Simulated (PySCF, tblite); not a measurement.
Isomers of C5H13FSi3, one GFN2-xTB conformer each. Single-point energies are computed at PBE0/pcSseg-1 (PySCF, gas phase, no added dispersion term), electronic only.

Question: Rank them by PBE0/pcSseg-1 energy, lowest first (kJ/mol).
A. `[CH3:1][SiH2:2][C:3]1=[CH:4][CH2:5][SiH2:6][SiH2:7][C@@H:8]1[F:9]` with C1–Si2–C3–C4 -1°, C3–C4–C5–Si6 63°, C4–C5–Si6–Si7 -49°, C5–Si6–Si7–C8 1°, Si6–Si7–C8–F9 172°
B. `[F:1][C@@H:2]1[SiH2:3][CH:4]=[CH:5][SiH2:6][C@@H:7]1[CH2:8][SiH3:9]` with Si6–C7–C8–Si9 168°, F1–C2–Si3–C4 -75°, C2–Si3–C4–C5 -11°, C4–C5–Si6–C7 -16°, C5–Si6–C7–C8 173°

Answer: A (0.0), B (45.8).

As drawn, the lower has an Si–Si bond, which the higher lacks. GFN2-xTB itself gives, in the same order: 0.0, 7.8. Both levels put the same isomer lowest.

Q: Which frontier levels, dipoles and rotational constants go with these structures?

A: 
| SMILES | HOMO (eV, PBE0/pcSseg-1) | LUMO (eV) | dipole (D) | A, B, C (MHz) |
| --- | --- | --- | --- | --- |
| C[SiH2]C1=CC[SiH2][SiH2][C@@H]1F | -6.92 | -0.30 | 2.43 | 1411, 697.5, 530.8 |
| F[C@@H]1[SiH2]C=C[SiH2][C@@H]1C[SiH3] | -7.65 | -0.84 | 1.41 | 1528, 645.8, 538.1 |

Q: What happens when harmonic zero-point energies from GFN2-xTB frequencies are added?

A: 
| SMILES | ZPE (kJ/mol) | electronic (kJ/mol) | with ZPE (kJ/mol) |
| --- | --- | --- | --- |
| C[SiH2]C1=CC[SiH2][SiH2][C@@H]1F | 406.0 | 0.0 | 0.0 |
| F[C@@H]1[SiH2]C=C[SiH2][C@@H]1C[SiH3] | 400.8 | 45.8 | 40.6 |

The zero-point energies span 5.2 kJ/mol. The order is unchanged.
